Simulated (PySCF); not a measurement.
Molfile (atoms numbered from 1):
```
C9H24AlP
     RDKit          3D

 35 34  0  0  0  0  0  0  0  0999 V2000
   -1.0574   -1.5726    2.3190 C   0  0  0  0  0  0  0  0  0  0  0  0
   -1.3798   -1.5564    0.8312 C   0  0  0  0  0  0  0  0  0  0  0  0
   -0.7216   -0.0780   -0.0433 P   0  0  0  0  0  0  0  0  0  0  0  0
   -1.3564   -0.2581   -1.7609 C   0  0  0  0  0  0  0  0  0  0  0  0
   -0.7481   -1.4346   -2.5113 C   0  0  0  0  0  0  0  0  0  0  0  0
   -1.6963    1.3200    0.6490 C   0  0  0  0  0  0  0  0  0  0  0  0
   -1.3888    2.6577   -0.0092 C   0  0  0  0  0  0  0  0  0  0  0  0
    1.7547    0.2065    0.1115 Al  0  0  0  0  0  4  0  0  0  0  0  0
    1.9144    1.1740    1.8439 C   0  0  0  0  0  0  0  0  0  0  0  0
    2.3595   -1.6897    0.0978 C   0  0  0  0  0  0  0  0  0  0  0  0
    2.1050    1.2615   -1.5394 C   0  0  0  0  0  0  0  0  0  0  0  0
    0.0266   -1.4940    2.4923 H   0  0  0  0  0  0  0  0  0  0  0  0
   -1.4051   -2.5092    2.7801 H   0  0  0  0  0  0  0  0  0  0  0  0
   -1.5427   -0.7431    2.8551 H   0  0  0  0  0  0  0  0  0  0  0  0
   -0.9202   -2.4276    0.3369 H   0  0  0  0  0  0  0  0  0  0  0  0
   -2.4674   -1.6175    0.6520 H   0  0  0  0  0  0  0  0  0  0  0  0
   -2.4577   -0.3263   -1.7261 H   0  0  0  0  0  0  0  0  0  0  0  0
   -1.1073    0.6850   -2.2738 H   0  0  0  0  0  0  0  0  0  0  0  0
   -1.0197   -2.3989   -2.0561 H   0  0  0  0  0  0  0  0  0  0  0  0
    0.3503   -1.3708   -2.5291 H   0  0  0  0  0  0  0  0  0  0  0  0
   -1.1008   -1.4522   -3.5533 H   0  0  0  0  0  0  0  0  0  0  0  0
   -2.7699    1.0712    0.5819 H   0  0  0  0  0  0  0  0  0  0  0  0
   -1.4404    1.3617    1.7203 H   0  0  0  0  0  0  0  0  0  0  0  0
   -0.3160    2.8942    0.0542 H   0  0  0  0  0  0  0  0  0  0  0  0
   -1.9418    3.4693    0.4868 H   0  0  0  0  0  0  0  0  0  0  0  0
   -1.6714    2.6699   -1.0726 H   0  0  0  0  0  0  0  0  0  0  0  0
    2.9766    1.3773    2.0704 H   0  0  0  0  0  0  0  0  0  0  0  0
    1.4064    2.1543    1.8466 H   0  0  0  0  0  0  0  0  0  0  0  0
    1.5215    0.5999    2.7015 H   0  0  0  0  0  0  0  0  0  0  0  0
    3.4633   -1.7326    0.1287 H   0  0  0  0  0  0  0  0  0  0  0  0
    2.0548   -2.2478   -0.8045 H   0  0  0  0  0  0  0  0  0  0  0  0
    2.0064   -2.2647    0.9722 H   0  0  0  0  0  0  0  0  0  0  0  0
    1.6179    2.2521   -1.5414 H   0  0  0  0  0  0  0  0  0  0  0  0
    1.7931    0.7422   -2.4627 H   0  0  0  0  0  0  0  0  0  0  0  0
    3.1886    1.4495   -1.6461 H   0  0  0  0  0  0  0  0  0  0  0  0
  1  2  1  0
  2  3  1  0
  3  4  1  0
  4  5  1  0
  3  6  1  0
  6  7  1  0
  3  8  1  0
  8  9  1  0
  8 10  1  0
  8 11  1  0
  1 12  1  0
  1 13  1  0
  1 14  1  0
  2 15  1  0
  2 16  1  0
  4 17  1  0
  4 18  1  0
  5 19  1  0
  5 20  1  0
  5 21  1  0
  6 22  1  0
  6 23  1  0
  7 24  1  0
  7 25  1  0
  7 26  1  0
  9 27  1  0
  9 28  1  0
  9 29  1  0
 10 30  1  0
 10 31  1  0
 10 32  1  0
 11 33  1  0
 11 34  1  0
 11 35  1  0
M  CHG  2   3   1   8  -1
M  END
```

Geometry: PBE0-D3(BJ)/def2-SVP; GIAO absolute shieldings from PySCF, gas phase, non-relativistic, averaged over equivalent atoms.

At PBE0/pcSseg-1 (321 basis functions, 2.1 min wall time on 1 thread of an Arm Neoverse V1, shared host):
```
                              atoms  σ (ppm)
                           C2/C4/C6    165.1
                           C1/C5/C7    174.5
                         C9/C10/C11    194.8
                                 P3    354.2
                                Al8    403.6
            H15/H16/H17/H18/H22/H23    29.92
H12/H13/H14/H19/H20/H21/H24/H25/H26    30.08
H27/H28/H29/H30/H31/H32/H33/H34/H35    32.08
```

Question: Predict the values at mPW1PW91/pcSseg-1 on the same geometry.

Answer: 
```
                              atoms  σ at mPW1PW91/pcSseg-1  change
                           C2/C4/C6                   164.3    -0.8
                           C1/C5/C7                   173.5    -1.0
                         C9/C10/C11                   194.0    -0.8
                                 P3                   351.0    -3.2
                                Al8                   403.8    +0.2
            H15/H16/H17/H18/H22/H23                   29.97   +0.05
H12/H13/H14/H19/H20/H21/H24/H25/H26                   30.13   +0.05
H27/H28/H29/H30/H31/H32/H33/H34/H35                   32.14   +0.06
```

The largest change is at P3 (phosphorus bonded to 3 C, Al). Cost: 321 basis functions, 110 s wall time on 1 thread of an Arm Neoverse V1, shared host. The order of the carbon signals is the same at both levels.
